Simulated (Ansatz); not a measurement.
`OC1N[SiH2]1`, charge 0, multiplicity 1.

Question: Give a relaxed structure at PBE0-D4/def2-TZVP (Ansatz 0.2.0). (Best estimate.)

Answer: The calculation gave: 
Cartesian coordinates in Å:
```
O -1.544 0.426 -0.467
C -0.206 0.079 -0.671
N 0.343 -1.022 0.134
Si 0.954 0.478 0.709
H -2.092 -0.131 -1.027
H 0.065 0.023 -1.726
H -0.297 -1.678 0.556
H 0.363 1.140 1.893
H 2.415 0.684 0.600
```
This is one stationary point; other conformers may exist.
